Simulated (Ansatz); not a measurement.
CH₅NSSn (`C[S][Sn][NH2]`). Total charge 0; spin multiplicity 1. Sn takes the def2 core potential.

```xyz
9

C     0.8435   -0.1474    1.1394
S    -0.8514    0.1432    1.7095
Sn   -2.2147    0.3803   -0.2954
N    -0.7259    0.1282   -1.6313
H     1.4701   -0.2547    2.0249
H     0.9120   -1.0650    0.5539
H     1.2138    0.6949    0.5539
H     0.2477   -0.0372   -1.4304
H    -0.8951    0.1578   -2.6246
```

List the harmonic frequencies (cm⁻¹, unscaled) at PBE0-D4/def2-TZVP in Ansatz. (Best estimate.)

The calculation gave: 94, 152, 172, 196, 305, 328, 413, 602, 655, 734, 961, 963, 1338, 1471, 1476, 1546, 3055, 3142, 3148, 3583, 3695.

Is this a minimum?

Yes, all 21 modes are real.

Give the ideal-gas thermochemistry at 298.15 K and 1 bar (rigid rotor, harmonic oscillator; point group Cs, symmetry number 1).

Zero-point energy 167.7 kJ/mol; H(298) − E = 188.5 kJ/mol; entropy 354.4 J/(mol·K), of which translation 173.7, rotation 114.8, vibration 65.8; G(298) − E = 82.8 kJ/mol. Modes under 100 cm⁻¹ are hindered rotations or soft bends, so the harmonic entropy is rough.

Rotational constants (cm⁻¹)?

0.1797, 0.06544, 0.04841.
